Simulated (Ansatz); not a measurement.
Ansatz (an electronic-structure program) job for ZnBr, SMILES [Br][Zn] (connectivity only; charge and spin as stated), neutral, multiplicity 2, PBE0-D3(BJ)/def2-TZVP. 

Ansatz 0.2 input:
```yaml
crystal:
  periodic: [false, false, false]
  atoms:
    - {symbol: Zn, position_ang: [0.00000000, 0.00000000, -1.31472548]}
    - {symbol: Br, position_ang: [0.00000000, 0.00000000, 1.12690755]}
basis:
  gaussian:
    orbitals: def2-TZVP
hamiltonian:
  xc: pbe0
  dispersion: d3bj
magnetization: {spin_polarized: true, initial_magnetization: 1}
relax: {f_tol: 0.002, max_steps: 200}
```

Log of the run:

```
WARN ansatz: RAYON_NUM_THREADS=1 ignored (pool sized by the plan → 1); use --threads N
Functional definition: PBE0
integrals: 0.04 GiB planned
779 factors; integrals over basis functions are off by at most 1.9e-4 eV
mean field: 0.64 GiB planned
mean field evaluation 1: about -118450.3999 eV, gradient 1.9e1 eV
mean field evaluation 2: about -118447.7641 eV, gradient 3.9e1 eV
mean field evaluation 4: about -118451.8344 eV, gradient 5.5e-1 eV
mean field evaluation 8: about -118451.8810 eV, gradient 1.3e-1 eV
mean field evaluation 16: about -118451.8811 eV, gradient 2.0e-5 eV
mean field -118451.88111649 eV, -4353.0263414621 hartree, gradient 2.0e-5 eV, S^2 0.753762; 0 other end points of the search recorded, 0 dependent functions left out
the calculation of the forces begins
reference -118451.88114037 eV, -4353.0263423400 hartree; 33, 32 occupied and 63, 64 virtual orbitals, 779 factors
relax step   1: F+E_penalty+E_count = -118451.91542599 eV  Δ(F+E_penalty+E_count) = +0.000e0 eV  max|allowed force component| = 9.637e-1 eV/Å  Δτ_max = 0.0000 Å  (32 SCF iters, accepted)
these checks for a lower state are left out or cut short: starts, cluster_reference, orbital_swaps, neighbouring_geometries, increment
integrals: 0.04 GiB planned
779 factors; integrals over basis functions are off by at most 2.3e-4 eV
mean field: 0.64 GiB planned
mean field -118451.95252363 eV, -4353.0289656261 hartree, gradient 2.3e-5 eV, S^2 0.753026; 0 other end points of the search recorded, 0 dependent functions left out
the calculation of the forces begins
reference -118451.95254740 eV, -4353.0289664996 hartree; 33, 32 occupied and 63, 64 virtual orbitals, 779 factors
relax step   2: F+E_penalty+E_count = -118451.98613253 eV  Δ(F+E_penalty+E_count) = -7.071e-2 eV  max|allowed force component| = 7.791e-2 eV/Å  Δτ_max = 0.0626 Å  (35 SCF iters, accepted)
these checks for a lower state are left out or cut short: starts, cluster_reference, orbital_swaps, neighbouring_geometries, increment
integrals: 0.04 GiB planned
779 factors; integrals over basis functions are off by at most 2.3e-4 eV
mean field: 0.64 GiB planned
mean field evaluation 32: about -118451.9529 eV, gradient 2.0e-5 eV
mean field -118451.95286929 eV, -4353.0289783292 hartree, gradient 2.0e-5 eV, S^2 0.752987; 0 other end points of the search recorded, 0 dependent functions left out
the calculation of the forces begins
reference -118451.95289305 eV, -4353.0289792024 hartree; 33, 32 occupied and 63, 64 virtual orbitals, 779 factors
relax step   3: F+E_penalty+E_count = -118451.98645276 eV  Δ(F+E_penalty+E_count) = -3.202e-4 eV  max|allowed force component| = 6.023e-3 eV/Å  Δτ_max = 0.0044 Å  (29 SCF iters, accepted)
these checks for a lower state are left out or cut short: starts, cluster_reference, orbital_swaps, neighbouring_geometries, increment
integrals: 0.04 GiB planned
779 factors; integrals over basis functions are off by at most 2.3e-4 eV
mean field: 0.64 GiB planned
mean field -118451.95286784 eV, -4353.0289782759 hartree, gradient 6.2e-5 eV, S^2 0.752991; 0 other end points of the search recorded, 0 dependent functions left out
the calculation of the forces begins
reference -118451.95289160 eV, -4353.0289791491 hartree; 33, 32 occupied and 63, 64 virtual orbitals, 779 factors
relax step   4: F+E_penalty+E_count = -118451.98645402 eV  Δ(F+E_penalty+E_count) = -1.259e-6 eV  max|allowed force component| = 3.459e-3 eV/Å  Δτ_max = 0.0005 Å  (25 SCF iters, accepted)
these checks for a lower state are left out or cut short: starts, cluster_reference, orbital_swaps, neighbouring_geometries, increment
integrals: 0.04 GiB planned
779 factors; integrals over basis functions are off by at most 2.3e-4 eV
mean field: 0.64 GiB planned
mean field -118451.95286946 eV, -4353.0289783351 hartree, gradient 2.9e-5 eV, S^2 0.752990; 0 other end points of the search recorded, 0 dependent functions left out
the calculation of the forces begins
reference -118451.95289322 eV, -4353.0289792083 hartree; 33, 32 occupied and 63, 64 virtual orbitals, 779 factors
relax step   5: F+E_penalty+E_count = -118451.98645464 eV  Δ(F+E_penalty+E_count) = -6.178e-7 eV  max|allowed force component| = 8.836e-6 eV/Å  Δτ_max = 0.0002 Å  (24 SCF iters, accepted)
integrals: 0.04 GiB planned
779 factors; integrals over basis functions are off by at most 2.3e-4 eV
mean field: 0.64 GiB planned
mean field -118451.95286946 eV, -4353.0289783351 hartree, gradient 2.9e-5 eV, S^2 0.752990; 1 other end points of the search recorded, 0 dependent functions left out
the calculation of the forces begins
reference -118451.95289322 eV, -4353.0289792083 hartree; 33, 32 occupied and 63, 64 virtual orbitals, 779 factors
Total energy: -118451.98647840 eV, -4353.0302134411 hartree
Atom 0 at    -0.000000    -0.000000    -1.247990 Å, force    -0.000000     0.000000    -0.000009 eV/Å
Atom 1 at     0.000000     0.000000     1.060172 Å, force     0.000000    -0.000000     0.000009 eV/Å
Dipole moment:    -0.000000    -0.000000    -0.544317 e Å
```

Self-consistency was reached.

Cost: about 26 core-seconds (a rough figure).
